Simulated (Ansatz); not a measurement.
Basis sets compared for `CCCCCCCCSC(C)=O`. Charge 0, multiplicity 1. Geometry r2SCAN-D4/def2-SVP. Ansatz on 4 threads of Arm Neoverse V2 on a shared host; times are rough, and most runs start from earlier orbitals.

```xyz
32

C     0.3225    2.6778    5.1019
C    -0.3351    2.0879    3.8595
C     0.6159    1.2433    3.0146
C    -0.0354    0.6435    1.7713
C     0.9254   -0.1920    0.9264
C     0.2833   -0.8924   -0.2719
C    -0.2702    0.0594   -1.3327
C    -0.8927   -0.6400   -2.5341
S     0.3650   -1.5634   -3.4892
C    -0.6902   -2.1630   -4.8102
C     0.0559   -2.9795   -5.8372
O    -1.8739   -1.9222   -4.8554
H     0.7129    1.8842    5.7604
H    -0.3853    3.2816    5.6912
H     1.1716    3.3277    4.8323
H    -1.2023    1.4686    4.1554
H    -0.7484    2.9015    3.2348
H     1.0341    0.4294    3.6376
H     1.4825    1.8617    2.7111
H    -0.4630    1.4624    1.1637
H    -0.8942    0.0141    2.0756
H     1.3945   -0.9550    1.5740
H     1.7542    0.4509    0.5730
H     1.0276   -1.5598   -0.7415
H    -0.5332   -1.5516    0.0800
H    -1.0550    0.6991   -0.8921
H     0.5282    0.7452   -1.6725
H    -1.3636    0.0743   -3.2264
H    -1.6709   -1.3578   -2.2278
H    -0.6567   -3.3565   -6.5826
H     0.5782   -3.8208   -5.3561
H     0.8184   -2.3586   -6.3331
```

Binding counts from free atoms (C triplet, S triplet, O triplet, H doublet) in the same basis, without a counterpoise term.

| level | functions | energy (Eh) | HOMO (eV) | LUMO (eV) | binding per atom (eV) | wall time |
| --- | --- | --- | --- | --- | --- | --- |
| HF/STO-3G | 84 | -852.7744 | -6.98 | 8.24 | 3.85 | 0.6 s |
| PBE-D4/def2-SVP | 272 | -865.3053 | -5.80 | -1.28 | 4.34 | 4.1 s |
| PBE0-D4/def2-SVP | 272 | -865.4102 | -7.04 | -0.26 | 4.28 | 8.5 s |

(1) Estimate the rows for HF/def2-TZVP (with forces), PBE-D4/def2-TZVP (with forces), PBE0-D4/def2-TZVP.

Answers

(1) 
| level | functions | energy (Eh) | HOMO (eV) | LUMO (eV) | binding per atom (eV) | wall time |
| --- | --- | --- | --- | --- | --- | --- |
| HF/def2-TZVP (with forces) | 498 | -862.9127 | -9.90 | 3.59 | 3.12 | 33 s |
| PBE-D4/def2-TZVP (with forces) | 498 | -865.9555 | -5.93 | -1.49 | 4.30 | 11 s |
| PBE0-D4/def2-TZVP | 498 | -866.0490 | -7.13 | -0.43 | 4.24 | 21 s |
